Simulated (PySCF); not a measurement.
Compound: C₄H₇F₃Si.
Atom-mapped SMILES: `[CH3:1][Si@@H:2]1[CH2:3][C@H:4]1[C:5]([F:6])([F:7])[F:8]` (hydrogens: H9, H10, H11 on C1; H12 on Si2; H13, H14 on C3; H15 on C4)

Level: PBE0/pcSseg-1 and CAM-B3LYP/def2-SVPD in PySCF, non-relativistic, on one gas-phase PBE0-D3(BJ)/def2-SVP geometry that isn't relaxed in the solvent. The solvent is an IEF-PCM continuum (Bondi radii, 1.10 Å for H, scaled by 1.2). Specific hydrogen bonds and non-electrostatic terms are outside this model.

Gas phase at PBE0/pcSseg-1: HOMO -7.38 eV, LUMO 0.50 eV, dipole 3.55 D.

What does the continuum do to the energy, the frontier levels and the dipole at PBE0/pcSseg-1 in cyclohexane and benzene?

| solvent | ε | E(solvent) − E(gas) (kcal/mol) | polarisation term (kcal/mol) | distortion of the solute (kcal/mol) | HOMO (eV) | LUMO (eV) | dipole (D) |
| --- | --- | --- | --- | --- | --- | --- | --- |
| cyclohexane | 2.017 | -1.50 | -1.57 | 0.07 | -7.28 | 0.63 | 3.84 |
| benzene | 2.271 | -1.70 | -1.79 | 0.09 | -7.27 | 0.65 | 3.88 |

The polarisation term is half the interaction of the solute with the surface charges that it induces; the rest is the cost of distorting the solute's density. The sum is the electrostatic part of solvation alone. From cyclohexane to benzene the lowering changes by a factor 1.14, Onsager's factor (ε − 1)/(2ε + 1) by 1.14 and ε itself by 1.1.

Which radius a makes the point-dipole formula ΔE = −[(ε − 1)/(2ε + 1)]·μ²/a³ give the value in benzene, with the gas-phase dipole?

μ = 1.395 au and |ΔE| = 0.00271 Eh give a = 2.90 Å; the farthest nucleus lies 3.27 Å from the centroid of the nuclei, so such a sphere wouldn't even hold the nuclei. The formula assumes a rigid point dipole at the centre of a sphere.

Gas phase at CAM-B3LYP/def2-SVPD: HOMO -8.72 eV, LUMO 0.99 eV, dipole 3.82 D.

What does the continuum do to the energy, the frontier levels and the dipole at CAM-B3LYP/def2-SVPD in benzene?

| solvent | ε | E(solvent) − E(gas) (kcal/mol) | polarisation term (kcal/mol) | distortion of the solute (kcal/mol) | HOMO (eV) | LUMO (eV) | dipole (D) |
| --- | --- | --- | --- | --- | --- | --- | --- |
| benzene | 2.271 | -1.79 | -1.91 | 0.12 | -8.59 | 1.21 | 4.21 |

How does the static polarisability (CAM-B3LYP/def2-SVPD, frozen core, with the continuum's full static response) change?

```tsv
medium	isotropic (au)	principal values (au)	⟨r²⟩ of the electrons (bohr²)
gas	75.6	67.6, 69.8, 89.5	1268.2
benzene	85.4	76.7, 79.2, 100.2	1268.0
```

The isotropic value in benzene is 1.13 times the gas-phase one; no cavity-field correction is applied. ⟨r²⟩ is taken about the centre of nuclear charge.

Shape of the structure used: `[CH3:1][Si@@H:2]1[CH2:3][C@H:4]1[C:5]([F:6])([F:7])[F:8]`: C3–C4–C5–F6 47°.
